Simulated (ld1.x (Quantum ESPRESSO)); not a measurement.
What one change does to a pseudopotential (cadmium (Cd), PAW)

- Element: cadmium (Cd)
- Generator: ld1.x (Quantum ESPRESSO) 7.5
- Type: PAW
- Functional: PBEsol
- Relativity: scalar-relativistic
- Frozen core: [Kr]
- Valence charge: 12
- Reference configuration: 4d10 5s2 5p0
- Partial waves: 5s (bound): rcut 1.70, rcutus 2.05 bohr; 5s channel at 1.85 Ry: rcut 1.70, rcutus 2.05 bohr; 5p (bound, empty): rcut 2.90, rcutus 3.20 bohr; 5p channel at 0.65 Ry: rcut 2.90, rcutus 3.20 bohr; 4d (bound): rcut 2.05, rcutus 2.15 bohr; 4d channel at 0.85 Ry: rcut 2.05, rcutus 2.15 bohr
- Local potential: all-electron potential smoothed inside 2.30 bohr (lloc = -2)
- Core correction: Bessel-smoothed model core inside 1.60 bohr
- Augmentation charge: PSQ, radius 1.45 bohr

Change: local potential all-electron potential smoothed inside 2.50 bohr (lloc = -1).

Cutoffs: the cutoffs (Ry, on a coarse ladder) from which the occupation-weighted sum of valence levels, in a spherical-Bessel basis at the reference potential, stays within 10 and 1 mRy of its value at 400 Ry; they do not see the model core or the augmentation charge, which bear on the density cutoff. Errors are all-electron minus pseudo energies relative to the spin-unpolarised reference configuration.

**Question.** How do hardness, ghosts and transferability respond?

**Answer.** The potential gets neither clearly harder nor softer (25 Ry and 40 Ry → 25 Ry and 40 Ry); the number of tests that count goes from 6 to 5 (the test run of the changed file stopped, so its transferability is not established); the errors of the 5 common tests hardly move; the range in which the s phases agree narrows (upper end 4.8 → 3.7); neither file shows a bound ghost at the reference potential, the only one tested.

```tsv
quantity	base	changed
cutoff, loose	25 Ry	25 Ry
cutoff, tight	40 Ry	40 Ry
bound ghosts	none	none
tests counted (converged, no solver errors)	6 of 7	5 of 7 (the test run stopped)
error for 4d10 5s1 5p0, meV [ΔE 9.31 eV]	-2.9	-2.8
error for 4d10 5s0 5p0, meV [ΔE 26.40 eV]	-12	-12
error for 4d10 5s1 5p1, meV [ΔE 4.73 eV]	-1.2	-1.2
error for 4d10 5s0 5p1, meV [ΔE 15.16 eV]	-5.3	-5.2
error for 4d10 5s0 5p2, meV [ΔE 9.77 eV]	-3.2	-3.2
s: phases at 3.48 bohr within 0.05 rad from the reference energy up to (Ry; the scan ends near 5)	4.8	3.7
p: phases at 3.48 bohr within 0.05 rad from the reference energy up to (Ry; the scan ends near 5)	2.4	2.4
d: phases at 3.48 bohr within 0.05 rad from the reference energy up to (Ry; the scan ends near 5)	4.4	to the end of the scan
lowest overlap eigenvalue by channel	s 0.50, p 0.63, d 0.11	s 0.51, p 0.59, d 0.11
```

Base: Tests not counted: 4d9 5s0 5p0 (solver errors, printed error -817 eV). Changed file: Tests not counted: 4d9 5s0 5p0 (solver errors, printed error -817 eV).
